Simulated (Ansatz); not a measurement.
Reaction (substitution at a C–C bond): `BC(=C)CC` + `N[AsH]O` → `CN[AsH]O` + `BC(=C)C`

Program: Ansatz. Geometries: PBE0-D4/def2-TZVP. ΔE: electronic, gas phase. CCSD(T)/CBS adds triple-zeta CCSD(T) − MP2 to the extrapolated MP2 energy (def2 sets, frozen cores). Functionals use def2-TZVPP. B3LYP here is the variant with VWN-RPA as its local correlation; programs differ in this. For As outer-core shells are correlated without core-valence functions, which leaves a few kJ/mol of doubt a bond. Scalar relativity is left out up to krypton. Each species was taken in one conformer, which may not be the lowest.

```
             level  ΔE (kJ/mol)  difference from CCSD(T)/CBS
            PBE-D4         29.6                         -3.2
         r2SCAN-D4         31.4                         -1.4
           PBE0-D4         31.5                         -1.3
          B3LYP-D4         28.7                         -4.1
           ωB97X-V         30.8                         -2.0
           ωB97M-V         32.6                         -0.2
            B2PLYP         30.5                         -2.3
               PBE         29.4                         -3.4
            r2SCAN         31.2                         -1.6
              PBE0         31.2                         -1.6
             B3LYP         28.6                         -4.2
     HF/def2-TZVPP         30.5                         -2.3
    MP2/def2-TZVPP         34.4                          1.6
SCS-MP2/def2-TZVPP         32.5                         -0.3
   CCSD/def2-TZVPP         32.6                         -0.2
CCSD(T)/def2-TZVPP         32.5                         -0.3
     HF/def2-QZVPP         30.5                         -2.3
    MP2/def2-QZVPP         34.6                          1.8
SCS-MP2/def2-QZVPP         32.8                          0.0
      HF/CBS(def2)         30.5                         -2.3
     MP2/CBS(def2)         34.7                          1.9
    CCSD/CBS(def2)         32.9                          0.1
       CCSD(T)/CBS         32.8                            0
```

Largest T1 diagnostic among the species: 0.012.
